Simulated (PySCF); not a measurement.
Species: C₆H₁₄OSi.
Numbering: `[CH3:1][O:2][CH2:3][SiH2:4][CH2:5][CH:6]1[CH2:7][CH2:8]1`

Structure used (GFN2-xTB), in Å, numbered top down from 1:
```
atom  x, y, z in Å
C1     2.752    0.625    1.185
O2     1.922   -0.097    0.317
C3     1.485    0.658   -0.797
Si4    0.425   -0.521   -1.862
C5    -0.990   -1.236   -0.804
C6    -1.891   -0.172   -0.222
C7    -2.638   -0.439    1.051
C8    -1.489    0.524    1.041
H9     3.650    0.987    0.667
H10    2.226    1.489    1.612
H11    3.045   -0.053    1.985
H12    2.352    1.035   -1.358
H13    0.920    1.537   -0.458
H14    1.279   -1.605   -2.357
H15   -0.107    0.257   -2.991
H16   -0.564   -1.821    0.012
H17   -1.587   -1.924   -1.408
H18   -2.401    0.426   -0.969
H19   -3.638   -0.047    1.161
H20   -2.495   -1.395    1.534
H21   -0.567    0.213    1.510
H22   -1.700    1.577    1.148
```

NICS is the negative of the GIAO shielding at a point without a nucleus: at the ring centre (0) and 1 Å above and below it (1); zz is the component along the ring normal. Level: GIAO PBE0/pcSseg-1 (PySCF, non-relativistic, gas phase) on the GFN2-xTB geometry, one conformer.

Ring bond lengths (Å), with Mayer bond orders in brackets: C6–C7 1.500 (0.96), C7–C8 1.500 (0.98), C8–C6 1.497 (0.95).

Question: What do the NICS probes read (ppm)?

Answer: 
| ring | type | NICS(0) | NICS(1), two faces | NICS(1)zz, two faces | rms pucker (Å) | centre to ring atoms, mean (Å) |
| --- | --- | --- | --- | --- | --- | --- |
| C6–C7–C8 | 3-membered carbocycle; formal bonds all single | -44.3 | -8.7 / -8.6 | -23.7 / -20.7 | 0.00 | 0.87 |

Question: What do they say, and how far can they be read as aromaticity?

Answer: 
- C6–C7–C8: mean NICS(1)zz -22.2 ppm, shielded. C6, C7, C8 have four or more neighbours, and the NICS criterion for π rings isn't applied. The two faces differ by 3.0 ppm, so no symmetry operation interchanges them. NICS(0) lies 36 ppm below the mean NICS(1).

Question: What field does 1 T along the ring normal induce along that normal at the second NICS(1) probe listed for ring C6–C7–C8, 1 Å off the ring?

Answer: NICSzz × B0 = -20.7 ppm × 1 T = -21 μT, against the applied field.

Question: Give the inner angles of the rings and the Hirshfeld charges of the ring atoms.

Answer: 
- C6–C7–C8: C6 60.0° (-0.038 e), C7 59.9° (-0.093 e), C8 60.1° (-0.094 e); sum 180.0° against 180° for a flat convex ring.

Question: What are the shieldings of the ring atoms and their hydrogens in the same run (means over atoms taken as equivalent)?

Answer: 
```tsv
atoms	environment	σ isotropic (ppm)
C6	three-membered-ring carbon	177.0
C7 (×2)	three-membered-ring carbon	179.1
H18	methine hydrogen	31.10
H19 (×2)	methylene hydrogen	31.26
H20 (×2)	methylene hydrogen	31.63
```

Time: 70 s; peak memory 1.0 GiB. Hardware: one thread of an Arm Neoverse N1, on a shared host. This is the whole shielding run at PBE0/pcSseg-1, SCF included.
